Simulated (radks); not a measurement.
Effect of the nuclear size on the strontium ion Sr2+, [Kr]. Method: Dirac Kohn-Sham, relativistic LDA (MacDonald-Vosko exchange, VWN5 correlation), spin-unpolarised, spherical densities, finite nucleus; Fermi nuclear charge, rms radius 4.224 fm; computed with a radial shooting solver on a logarithmic mesh with Libxc functionals. The rms radius is varied about that value; shifts are against it.

rms radius (fm)  total energy shift (eV)  density at nucleus (e/bohr^3)  1s1/2 shift (meV)  2s1/2 shift (meV)  3p1/2 shift (meV)  4s1/2 shift (meV)  5s1/2 (empty) shift (meV)
3.5355                            -0.247                      6.131e+04               -104              -10.8              0.161             -0.242                     -0.040
4.0466                           -0.0674                      6.058e+04              -28.4              -2.94              0.044             -0.066                     -0.011
4.224                                  0                      6.035e+04              0.000              0.000              0.000              0.000                      0.000
4.3761                            0.0599                      6.016e+04               25.3               2.61             -0.039              0.059                      0.010
5.1828                             0.410                      5.926e+04                173               17.8             -0.268              0.402                      0.067

Slopes of the eigenvalues against <r^2> in GHz/fm^2, as finite differences over the two radii next to the reference (eigenvalue slopes, not the field-shift constants of lines): 1s1/2 4680, 2s1/2 483, 3p1/2 -7.26, 4s1/2 10.9.
